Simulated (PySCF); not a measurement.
F₆Si₂. Atoms are numbered in the order given.

```xyz
8

F      1.2975    -0.7491     1.7177
Si     0.0000     0.0000     1.1570
F      0.0000     1.4982     1.7177
F     -1.2975    -0.7491     1.7177
Si     0.0000     0.0000    -1.1570
F      1.2975     0.7491    -1.7177
F      0.0000    -1.4982    -1.7177
F     -1.2975     0.7491    -1.7177
```

Geometry optimised at PBE0-D3(BJ)/def2-SVP. One conformer was computed; it need not be the lowest.

These are PBE/def2-TZVP (PySCF) values and carry that method's errors.

Symmetry labels are those of the subgroup C2h that the program uses (full group D3d).

Computed valence orbital energies around the gap with their symmetry:
```tsv
orbital	symmetry	energy (eV)
HOMO−7	Au	-11.52
HOMO−6	Au	-11.11
HOMO−5	Bu	-11.11
HOMO−4	Bg	-10.88
HOMO−3	Ag	-10.88
HOMO−2	Au	-10.55
HOMO−1	Bg	-10.53
HOMO	Ag	-9.00
LUMO	Au	-1.94
LUMO+1	Bu	-1.94
LUMO+2	Bu	-0.74
LUMO+3	Ag	0.38
```
